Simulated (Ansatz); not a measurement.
Total energies of `NC(=O)[O][GeH3]`.

Z-matrix (Å, degrees):
```
Ge
O 1 1.828
H 1 1.529 2 109.4
H 1 1.529 2 109.4 3 -125.3
H 1 1.535 2 99.9 3 117.3
C 2 1.334 1 111.7 3 62.6
O 6 1.215 2 122.8 1 0.1
N 6 1.350 2 112.6 1 -179.8
H 8 1.002 6 118.6 2 -178.9
H 8 1.002 6 120.8 2 -1.4
```

Total charge 0; spin multiplicity 1. Correlated methods include outer-core shells of Ge, which these sets cover unevenly. Scalar relativity is left out up to krypton. All single points use the PBE0-D4/def2-TZVP geometry. It is one conformer, not always the lowest. Basis def2-TZVPP, the Gaussian-basis code of Ansatz.

RPA on PBE orbitals: Hartree–Fock energy of these orbitals -2320.40108 Eh, correlation -1.68951 Eh (frozen core).

| functional | energy without D4 (Eh) | D4 term (kJ/mol) |
| --- | --- | --- |
| LDA (SPW92) | -2318.43174 | – |
| revPBE | -2323.23232 | -61.2 |
| r2SCAN | -2323.33948 | -4.6 |
| B97M-V | -2323.03276 | – |
| PBE0 | -2322.94000 | -15.8 |
| B3LYP | -2323.52033 | -30.4 |
| r2SCANh | -2323.31593 | -4.9 |
| HSE06 (plane-wave form) | -2322.92886 | -14.7 |
| BHLYP | -2323.31996 | -22.5 |
| ωB97M-V | -2323.27473 | – |

Problem. Give the same for PBE, BLYP, r2SCAN0, CAM-B3LYP, LC-ωPBE, ωB97X-V, B2PLYP, PBE-QIDH. (Estimate.)

Solution. Computed: 
```json
{"functional": "PBE", "energy without D4 (Eh)": "-2322.88328", "D4 term (kJ/mol)": "-18.9"}
{"functional": "BLYP", "energy without D4 (Eh)": "-2323.46965", "D4 term (kJ/mol)": "-42.1"}
{"functional": "r2SCAN0", "energy without D4 (Eh)": "-2323.28246", "D4 term (kJ/mol)": "-5.4"}
{"functional": "CAM-B3LYP", "energy without D4 (Eh)": "-2323.50366", "D4 term (kJ/mol)": "-16.0"}
{"functional": "LC-ωPBE", "energy without D4 (Eh)": "-2323.05345", "D4 term (kJ/mol)": "–"}
{"functional": "ωB97X-V", "energy without D4 (Eh)": "-2323.20298", "D4 term (kJ/mol)": "–"}
{"functional": "B2PLYP", "energy without D4 (Eh)": "-2322.93081", "D4 term (kJ/mol)": "–"}
{"functional": "PBE-QIDH", "energy without D4 (Eh)": "-2322.57871", "D4 term (kJ/mol)": "–"}
```

B3LYP takes the VWN-RPA correlation (the form of Gaussian; ORCA's B3LYP/G). HSE06 is the plane-wave form, built on full-range PBE exchange. The double hybrids freeze the cores in their second-order part.

LC-ωPBE has ω = 0.4 bohr⁻¹.
